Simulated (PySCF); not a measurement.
Computed spin Hamiltonian

Compound: C4H11N2Si (doublet state).
Z-matrix (Å and degrees, GFN2-xTB geometry), rows numbered from 1:
```
C 
C   1  1.3171
C   2  1.5107  1  125.42
C   3  1.5250  2  109.76  1  -113.13
N   3  1.4324  2  111.03  1   123.75
Si  5  1.7708  3  122.84  2    72.72
N   6  1.6730  5  108.22  3   -43.23
H   1  1.0787  2  122.25  3     0.59
H   1  1.0770  2  121.73  3  -179.96
H   2  1.0848  1  122.63  3   177.63
H   3  1.1013  2  108.32  1     5.79
H   4  1.0867  3  110.02  2   -55.53
H   4  1.0867  3  109.99  2  -175.31
H   4  1.0875  3  109.90  2    64.32
H   5  1.0092  3  110.50  2   -66.67
H   6  1.4659  5  101.53  3  -156.29
H   6  1.4670  5  102.53  3    88.56
H   7  1.0091  6  122.93  5   119.62
```

The hyperfine couplings belong to this conformer and change with its torsions.

Identity: `C=C[C@H](C)N[SiH2][NH]` [radical].

Method used: UKS B3LYP, pcH-1 on C H N Si, non-relativistic, mean-field spin-orbit, GIAO in PySCF 2.14.0. The structure is a single GFN2-xTB conformer in the gas phase; no vibrational or solvent corrections. Couplings are sensitive to structure, and on GFN2-xTB geometries they can be far from those on DFT ones. Stability of the SCF solution: not tested.

| Quantity | Value |
| --- | --- |
| g1, g2, g3 | 2.00238, 2.00367, 2.00964 |
| g_iso | 2.00523 |
| Form of g | rhombic: the two nearest values differ by 18 % of g3 − g1 |
| ⟨S²⟩ | 0.7557 (exact 0.7500) |
| HOMO–LUMO gap, α and β orbitals | 6.83, 2.55 eV |
| Total energy | -558.01538 Eh |
| Basis functions | 295 |

Isotropic coupling and dipolar principal values T1 to T3, in MHz; ρ(0) is the spin density at the nucleus:

```json
{"atom": "C1", "isotope": "13C", "a_iso": "-1.1", "of which spin–orbit": "0.0", "T1": "-0.9", "T2": "-0.1", "T3": "1.0", "Mulliken spin population": "-0.01", "ρ(0) (bohr⁻³)": "-0.0010"}
{"atom": "C2", "isotope": "13C", "a_iso": "-3.7", "of which spin–orbit": "0.0", "T1": "-3.7", "T2": "-2.2", "T3": "6.0", "Mulliken spin population": "0.03", "ρ(0) (bohr⁻³)": "-0.0033"}
{"atom": "C3", "isotope": "13C", "a_iso": "-6.3", "of which spin–orbit": "0.0", "T1": "-1.3", "T2": "-0.4", "T3": "1.7", "Mulliken spin population": "-0.01", "ρ(0) (bohr⁻³)": "-0.0056"}
{"atom": "C4", "isotope": "13C", "a_iso": "1.9", "of which spin–orbit": "0.0", "T1": "-0.9", "T2": "-0.6", "T3": "1.5", "Mulliken spin population": "0.00", "ρ(0) (bohr⁻³)": "0.0017"}
{"atom": "N5", "isotope": "14N", "a_iso": "2.7", "of which spin–orbit": "0.0", "T1": "-8.0", "T2": "-7.6", "T3": "15.6", "Mulliken spin population": "0.14", "ρ(0) (bohr⁻³)": "0.0084"}
{"atom": "Si6", "isotope": "29Si", "a_iso": "53.7", "of which spin–orbit": "-0.1", "T1": "-3.4", "T2": "-1.5", "T3": "4.8", "Mulliken spin population": "-0.04", "ρ(0) (bohr⁻³)": "-0.0605"}
{"atom": "N7", "isotope": "14N", "a_iso": "23.3", "of which spin–orbit": "0.2", "T1": "-37.3", "T2": "-36.3", "T3": "73.7", "Mulliken spin population": "0.86", "ρ(0) (bohr⁻³)": "0.0716"}
{"atom": "H8", "isotope": "1H", "a_iso": "5.6", "of which spin–orbit": "0.0", "T1": "-0.9", "T2": "-0.5", "T3": "1.4", "Mulliken spin population": "0.00", "ρ(0) (bohr⁻³)": "0.0013"}
{"atom": "H9", "isotope": "1H", "a_iso": "4.1", "of which spin–orbit": "0.0", "T1": "-1.1", "T2": "-0.7", "T3": "1.7", "Mulliken spin population": "0.00", "ρ(0) (bohr⁻³)": "0.0009"}
{"atom": "H10", "isotope": "1H", "a_iso": "9.6", "of which spin–orbit": "0.0", "T1": "-8.7", "T2": "-6.0", "T3": "14.6", "Mulliken spin population": "-0.01", "ρ(0) (bohr⁻³)": "0.0021"}
{"atom": "H11", "isotope": "1H", "a_iso": "31.1", "of which spin–orbit": "0.0", "T1": "-1.9", "T2": "-1.2", "T3": "3.1", "Mulliken spin population": "0.01", "ρ(0) (bohr⁻³)": "0.0069"}
{"atom": "H12", "isotope": "1H", "a_iso": "5.7", "of which spin–orbit": "0.0", "T1": "-3.8", "T2": "-1.9", "T3": "5.7", "Mulliken spin population": "0.00", "ρ(0) (bohr⁻³)": "0.0013"}
{"atom": "H13", "isotope": "1H", "a_iso": "0.5", "of which spin–orbit": "0.0", "T1": "-1.4", "T2": "-0.9", "T3": "2.3", "Mulliken spin population": "0.00", "ρ(0) (bohr⁻³)": "0.0001"}
{"atom": "H14", "isotope": "1H", "a_iso": "2.5", "of which spin–orbit": "0.0", "T1": "-1.1", "T2": "-0.8", "T3": "1.9", "Mulliken spin population": "0.00", "ρ(0) (bohr⁻³)": "0.0006"}
{"atom": "H15", "isotope": "1H", "a_iso": "-10.4", "of which spin–orbit": "0.0", "T1": "-9.7", "T2": "-1.7", "T3": "11.4", "Mulliken spin population": "-0.01", "ρ(0) (bohr⁻³)": "-0.0023"}
{"atom": "H16", "isotope": "1H", "a_iso": "90.9", "of which spin–orbit": "0.0", "T1": "-4.2", "T2": "-0.8", "T3": "5.0", "Mulliken spin population": "0.05", "ρ(0) (bohr⁻³)": "0.0203"}
{"atom": "H17", "isotope": "1H", "a_iso": "0.2", "of which spin–orbit": "0.0", "T1": "-3.1", "T2": "-2.0", "T3": "5.2", "Mulliken spin population": "0.00", "ρ(0) (bohr⁻³)": "0.0000"}
{"atom": "H18", "isotope": "1H", "a_iso": "-50.8", "of which spin–orbit": "0.2", "T1": "-46.3", "T2": "-7.8", "T3": "54.1", "Mulliken spin population": "-0.03", "ρ(0) (bohr⁻³)": "-0.0114"}
```

Largest spin populations (Mulliken): N7 (+0.86) and N5 (+0.14).

Under fast tumbling the dipolar parts average out, and these isotropic splittings remain (the largest six): 1 × 1H (H16, I = 1/2, 2 lines) with 3.24 mT, 1 × 1H (H18, I = 1/2, 2 lines) with 1.81 mT, 1 × 1H (H11, I = 1/2, 2 lines) with 1.11 mT, 1 × 14N (N7, I = 1, 3 lines) with 0.83 mT, 1 × 1H (H15, I = 1/2, 2 lines) with 0.37 mT and 1 × 1H (H10, I = 1/2, 2 lines) with 0.34 mT.

Class means assume fast exchange of nuclei equivalent by connectivity; if that motion is slow, each nucleus keeps its own coupling. The three 1H nuclei of mean +2.9 MHz run from 0.5 to 5.7 MHz in the frozen geometry.

The 13C coupling of C3 (-6.3 MHz) shows only in satellite lines or after enrichment, since that isotope makes up about 1.07 % of natural carbon.

The 29Si coupling of Si6 (53.7 MHz) shows only in satellite lines or after enrichment, since that isotope makes up about 4.7 % of natural silicon.

Examples of negative spin density at the nucleus (bohr⁻³): Si6 (-0.0605), H18 (-0.0114) and C3 (-0.0056).
